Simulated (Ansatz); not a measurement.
Basis sets compared for Na₂Cl₃. Charge 0, multiplicity 2. Geometry PBE-D4/def2-SVP. Ansatz on 4 threads of Arm Neoverse V1 on a shared host; times are rough, and most runs start from earlier orbitals.

```xyz
5

Na    0.141   -1.497    0.526
Na   -0.664    1.436   -0.190
Cl    0.547   -0.315   -1.891
Cl   -1.905   -0.214    1.263
Cl    1.881    0.590    0.292
```

In the doublet, Cl3 and Cl5 lie 2.71 Å apart (atoms count from 1), so these atoms are partly bonded to each other. The structure comes from a short search, and lower isomers may exist.

```csv
level,functions,energy (Eh),HOMO (eV),LUMO (eV),wall time
HF/STO-3G,45,-1683.7221,-7.06,2.06,0.2 s
PBE-D4/def2-SVP,84,-1704.0345,-5.77,-5.35,1.9 s
PBE0-D4/def2-SVP,84,-1704.1794,-7.10,-4.53,2.2 s
```

**Question.** Estimate the rows for HF/def2-TZVP, PBE-D4/def2-TZVP (with forces), PBE0-D4/def2-TZVP.

**Answer.** 
| level | functions | energy (Eh) | HOMO (eV) | LUMO (eV) | wall time |
| --- | --- | --- | --- | --- | --- |
| HF/def2-TZVP | 175 | -1702.4327 | -10.57 | -0.90 | 7.5 s |
| PBE-D4/def2-TZVP (with forces) | 175 | -1704.6237 | -6.03 | -5.62 | 4.3 s |
| PBE0-D4/def2-TZVP | 175 | -1704.7600 | -7.37 | -4.74 | 6 s |
